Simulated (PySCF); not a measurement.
# Steps of a relaxation of [YbSF]−

[YbSF]− (singlet). PySCF 2.14.0, RKS PBE0, Yb def2-SVP with ECP28, S def2-SVP, F def2-SVP; non-relativistic Hamiltonian with scalar-relativistic core potentials where named; density fitting; no spin-orbit coupling. Origin of the start: template. Columns: position (Å) and force (eV/Å). Energies are counted from the last step; some of the 5 steps are shown. Forces carry noise of the integration grid, about 0.01 to 0.03 eV/Å.

Run from Python with OMP_NUM_THREADS=2. Where DIIS fails, smearing, a level shift and second-order steps follow.
It took 21 s on 2 threads of Arm Neoverse V1, with other jobs on the host, from the converged density of the start.

```xyz
3
step 0  E = 0.078 eV
Yb   -0.1502    0.0000   -0.2178    -1.18    0.00    0.54
S     2.0903    0.0000    0.7849     0.10    0.00   -0.01
F    -2.1421    0.0000    0.6736     1.08    0.00   -0.54
```

```xyz
3
step 1  E = 0.022 eV
Yb   -0.1713    0.0000   -0.1981    -0.72    0.00    0.28
S     2.0856    0.0000    0.7799     0.09    0.00    0.01
F    -2.1164    0.0000    0.6588     0.62    0.00   -0.30
```

```xyz
3
step 3  E = 0.000 eV
Yb   -0.1938    0.0000   -0.1831    -0.06    0.00    0.00
S     2.0828    0.0000    0.7774     0.03    0.00    0.01
F    -2.0911    0.0000    0.6463     0.03    0.00   -0.01
```

Problem. Where does the relaxation end?

Solution. It converges at step 4 in Cs:
```xyz
3
step 4  E = 0
Yb   -0.1951    0.0000   -0.1831
S     2.0830    0.0000    0.7777
F    -2.0900    0.0000    0.6460
```

Problem. How did the contacts change?

Solution. 
| contact | start (Å) | end (Å) |
| --- | --- | --- |
| Yb1–S2 (S) | 2.455 | 2.472 |
| Yb1–F3 (F) | 2.182 | 2.068 |
